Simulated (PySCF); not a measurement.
1,1-dimethylcyclopropane (C₅H₁₀), SMILES CC1(C)CC1.

Coordinates come from a PBE0-D3(BJ)/def2-SVP optimisation.

Two levels are set side by side: TDA-PBE/def2-SVPD (PySCF) and TDA-LC-ωPBE/def2-SVPD (PySCF). Vertical, same geometry. The lowest singlet is HOMO→LUMO 100 % with PBE and HOMO→LUMO 91 % with the other functional; states are paired by order. Differences are taken from unrounded values.

| quantity | TDA-PBE |
|---|---|
| lowest singlet excitation (eV) | 6.50 |
| lowest triplet excitation (TDA) (eV) | 6.41 |
| first bright state (f over 0.05) (eV) | 7.99 |
| its oscillator strength | 0.07 |

Problem. These are the TDA-PBE values. What does TDA-LC-ωPBE give? (Estimate from the structure and the level; the computed values follow.)

Solution. 
```json
[
 {"quantity": "lowest singlet excitation (eV)", "TDA-LC-ωPBE": "8.36", "TDA-PBE minus TDA-LC-ωPBE": "-1.85"},
 {"quantity": "lowest triplet excitation (TDA) (eV)", "TDA-LC-ωPBE": "8.17", "TDA-PBE minus TDA-LC-ωPBE": "-1.77"},
 {"quantity": "first bright state (f over 0.05) (eV)", "TDA-LC-ωPBE": "9.58", "TDA-PBE minus TDA-LC-ωPBE": "-1.59"},
 {"quantity": "its oscillator strength", "TDA-LC-ωPBE": "0.11", "TDA-PBE minus TDA-LC-ωPBE": "-0.04"}
]
```

Functionals without exact exchange tend to place singlet excitations lower, as here. Differences between two approximate levels are no errors against the true value.

Rough cost on one machine, each run with all the roots and properties that it gave: TDA-LC-ωPBE against TDA-PBE about 3 times.
